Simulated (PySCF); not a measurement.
## DyH: f occupation and spin

Unrestricted PBE0; Dy x2c-TZVPall, H x2c-TZVPall; spin-free X2C with a Gaussian nucleus (PySCF 2.14). The search starts from ions with several 4f fillings and holds each by maximum overlap.

The lowest solution has 2Ms+1 = 6, about 9.6 4f electrons, near 1.99 Å.

The lowest solution of each spin and filling, followed along the bond (rough minima from three points):

```csv
2Ms+1,4f population,⟨S²⟩ at the start,R at minimum (Å),Te (eV)
6,9.55,8.76,1.99,0.00
4,9.96,4.77,2.08,0.25
6,9.00,8.76,1.93,0.45
8,9.02,15.76,1.96,0.92
```

Solutions at the starting distance of 1.820 Å, counted from the lowest; the search is not exhaustive:

| 2Ms+1 | 4f population | E (eV) | ⟨S²⟩ | ⟨Lz²⟩ | μ (D) |
| --- | --- | --- | --- | --- | --- |
| 6 | 9.55 | 0.00 | 8.76 | 11.1 | -1.81 |
| 4 | 9.96 | 0.40 | 4.77 | 11.7 | -2.24 |
| 6 | 10.00 | 0.40 | 8.76 | 9.0 | -2.44 |
| 6 | 9.06 | 0.43 | 8.77 | 10.1 | -1.41 |
| 4 | 9.99 | 0.43 | 4.76 | 11.6 | -2.18 |
| 4 | 9.99 | 0.48 | 4.75 | 9.0 | -2.22 |
| 8 | 9.02 | 0.90 | 15.76 | 11.0 | -1.64 |
| 8 | 9.00 | 0.91 | 15.76 | 10.2 | -1.71 |
| 8 | 9.02 | 0.96 | 15.75 | 14.0 | -2.78 |
| 4 | 9.96 | 0.99 | 4.80 | 14.0 | -2.18 |
| 8 | 9.03 | 1.16 | 15.76 | 11.1 | -1.41 |
| 4 | 9.96 | 1.25 | 4.77 | 7.4 | -2.22 |

Partly filled real f orbitals mix terms, so no term symbols are given. A population far from a whole number shows f orbitals mixing with d and ligand orbitals, not a clean configuration. A positive dipole means Dy(−)H(+).

Spin–orbit coupling is left out. With d or f electrons several states lie close, and the lowest PBE0 determinant need not be the measured ground state.
